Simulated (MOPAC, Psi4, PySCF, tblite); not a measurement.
Interaction energy of N2 ··· F4Si (SMILES N#N and F[Si](F)(F)F). Monomers: optimised at B3LYP-D3(BJ) (def2-TZVP), held rigid. Orientation: lowest of the rigid-body minima from ten starts at GFN2-xTB. Only R, the distance of the centres of mass, is varied, so the lowest point isn't the relaxed dimer.

Levels of theory: GFN2-xTB (tblite); RMP2/3-21G = PySCF with restricted MP2 (frozen core)/3-21G, no counterpoise correction; PM7, restricted, heats of formation (MOPAC); SAPT0/jun-cc-pVDZ, frozen core (Psi4).

Interaction energies in kJ/mol; the last columns give the difference from SAPT0:

```csv
R / Å,GFN2-xTB,RMP2/3-21G,PM7,SAPT0/jun-cc-pVDZ,GFN2-xTB − SAPT0/jun-cc-pVDZ,RMP2/3-21G − SAPT0/jun-cc-pVDZ,PM7 − SAPT0/jun-cc-pVDZ
3.00,6.18,-4.90,-4.05,36.01,-29.82,-40.91,-40.06
3.15,-0.78,-16.51,-5.27,18.99,-19.76,-35.49,-24.26
3.41,-4.81,-22.04,-5.18,4.16,-8.97,-26.20,-9.34
3.59,-5.15,-20.79,-4.96,-0.14,-5.01,-20.65,-4.82
3.78,-4.81,-17.90,-4.73,-2.09,-2.72,-15.81,-2.64
4.01,-4.04,-13.88,-4.38,-2.72,-1.32,-11.16,-1.65
4.27,-3.09,-9.66,-3.84,-2.51,-0.58,-7.15,-1.33
4.57,-2.21,-5.84,-3.09,-1.95,-0.27,-3.89,-1.14
5.09,-1.22,-2.17,-1.88,-1.10,-0.12,-1.07,-0.78
5.78,-0.53,-0.68,-0.76,-0.51,-0.02,-0.17,-0.25
6.78,-0.15,-0.23,0.25,-0.19,0.05,-0.04,0.44
8.08,-0.02,-0.08,-0.06,-0.07,0.05,-0.02,0.01
```

GFN2-xTB is furthest from SAPT0/jun-cc-pVDZ at 3.00 (-29.82 kJ/mol, below); its mean absolute difference over the points is 5.72 kJ/mol.

RMP2/3-21G is furthest from SAPT0/jun-cc-pVDZ at 3.00 (-40.91 kJ/mol, below); its mean absolute difference over the points is 13.55 kJ/mol.

PM7 is furthest from SAPT0/jun-cc-pVDZ at 3.00 (-40.06 kJ/mol, below); its mean absolute difference over the points is 7.23 kJ/mol.
